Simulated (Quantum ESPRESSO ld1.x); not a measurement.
Q: The mean radii <r> (bohr) of the occupied orbitals of an atom or ion are listed with their occupations. All-electron calculation, scalar-relativistic Kohn-Sham, LDA (Slater exchange, VWN5 correlation), spin-unpolarised, spherical densities, point nucleus. Program: ld1.x of Quantum ESPRESSO 7.5.

| orbital | occ. | <r> |
|---|---|---|
| 1s | 2 | 0.05629 |
| 2s | 2 | 0.2560 |
| 2p | 6 | 0.2253 |
| 3s | 2 | 0.7544 |
| 3p | 6 | 0.7814 |
| 3d | 4 | 0.8460 |
| 4p | 2 | 2.269 |

Name the element and its charge.

A: Z = 27, cobalt, charge +3: Co3+ in [Ar] 3d4 4p2. The 1s radius gives Z: for a bare nucleus <r> = (2 gamma + 1)/(2Z) with gamma = sqrt(1 - (Z/c)^2), 0.05483 bohr for Z = 27, and screening makes it slightly larger (0.05629 here). The occupations add up to 24, and the charge is Z minus that.
